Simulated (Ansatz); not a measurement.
Geometry optimisation, DFT PBE, scalar-relativistic, plane waves, PAW in Ansatz.

Input:

```yaml
crystal:
  lattice:
    - [0.0, 5.43, 5.43]
    - [5.43, 0.0, 5.43]
    - [5.43, 5.43, 0.0]
  atoms:
    - { symbol: Si, position: [0.0, 0.0, 0.0] }
    - { symbol: Si, position: [0.125, 0.125, 0.125] }
    - { symbol: Si, position: [0.0, 0.0, 0.5] }
    - { symbol: Si, position: [0.125, 0.125, 0.625] }
    - { symbol: Si, position: [0.0, 0.5, 0.0] }
    - { symbol: Si, position: [0.125, 0.625, 0.125] }
    - { symbol: Si, position: [0.0, 0.5, 0.5] }
    - { symbol: Si, position: [0.125, 0.625, 0.625] }
    - { symbol: Si, position: [0.5, 0.0, 0.0] }
    - { symbol: Si, position: [0.625, 0.125, 0.125] }
    - { symbol: Si, position: [0.5, 0.0, 0.5] }
    - { symbol: Si, position: [0.625, 0.125, 0.625] }
    - { symbol: Si, position: [0.5, 0.5, 0.0] }
    - { symbol: Si, position: [0.625, 0.625, 0.125] }
    - { symbol: Si, position: [0.5, 0.5, 0.5] }
    - { symbol: Si, position: [0.625, 0.625, 0.625] }
    - { symbol: Ti, position: [0.37845552, -0.12572548, 0.37368047] }
basis:
  ecutwfc: 420.0
kpoints:
  mp_grid: { grid: [2, 2, 2] }
hamiltonian:
  xc: pbe
  pseudopotentials: { kind: paw, azcp: { folder: soft_1 } }
scf:
  occupations: { method: gaussian, width: 0.05 }
  lower_state_search: "off"
relax:
  f_tol: 0.03
  max_steps: 60
  adjacent_minimum: "off"
```

Run as:

```bash
$ ansatz run input.yaml --threads 1 --pin off --max-ram 3072MiB --backend cpu --events-out ev --progress --plain --runs-dir out
```

Task: Where does it end, and by what steps?

Result: The forces met the threshold. Limits of this set-up: coarse k mesh, a small cell, in which the defect meets its images. After 3 steps the energy has fallen by 0.376 eV; Si11 moved furthest, 0.08 Å.

```json
{"step": "0", "energy less start (eV)": "0.0000", "largest force component (eV/Å)": "1.057", "accepted": "yes"}
{"step": "1", "energy less start (eV)": "-0.3525", "largest force component (eV/Å)": "0.296", "accepted": "yes"}
{"step": "2", "energy less start (eV)": "-0.3759", "largest force component (eV/Å)": "0.037", "accepted": "yes"}
{"step": "3", "energy less start (eV)": "-0.3762", "largest force component (eV/Å)": "0.003", "accepted": "yes"}
```

```xyz
17
Lattice="0.0000 5.4300 5.4300 5.4300 0.0000 5.4300 5.4300 5.4300 0.0000" Properties=species:S:1:pos:R:3
Si -0.017 0.017 -0.015
Si 1.357 1.322 1.358
Si 2.759 2.671 -0.044
Si 4.108 4.073 1.358
Si 2.730 0.017 2.732
Si 4.071 1.359 4.074
Si 5.413 2.700 2.732
Si 6.787 4.073 4.037
Si -0.045 2.671 2.760
Si 1.357 4.073 4.109
Si 2.759 5.475 2.760
Si 4.072 6.788 4.073
Si 2.730 2.700 5.415
Si 4.036 4.073 6.789
Si 5.385 5.475 5.386
Si 6.787 6.824 6.789
Ti 1.357 4.073 1.358
```

Time of the run: 26 s on 1 thread of Arm Neoverse V1, with other jobs on the host, peak memory 0.55 GiB.
